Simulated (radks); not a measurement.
Results of a calculation; reference values are marked as such.
Cr6+, 18 electrons, occupied as [Ar]. Code: a radial shooting solver on a logarithmic mesh with Libxc functionals. Model: Dirac Kohn-Sham, PBE, spin-unpolarised, spherical densities, point nucleus.

Spin-orbit splittings of the eigenvalues, e(l+1/2) - e(l-1/2), with zeta = 2 splitting/(2l+1) and mean radii in bohr:

| shell | occ. | splitting (eV) | zeta (eV) | <r> j=l-1/2 | <r> j=l+1/2 |
|---|---|---|---|---|---|
| 2p | 6 | 8.634 | 5.756 | 0.2578 | 0.2606 |
| 3p | 6 | 1.251 | 0.8337 | 0.8678 | 0.8740 |
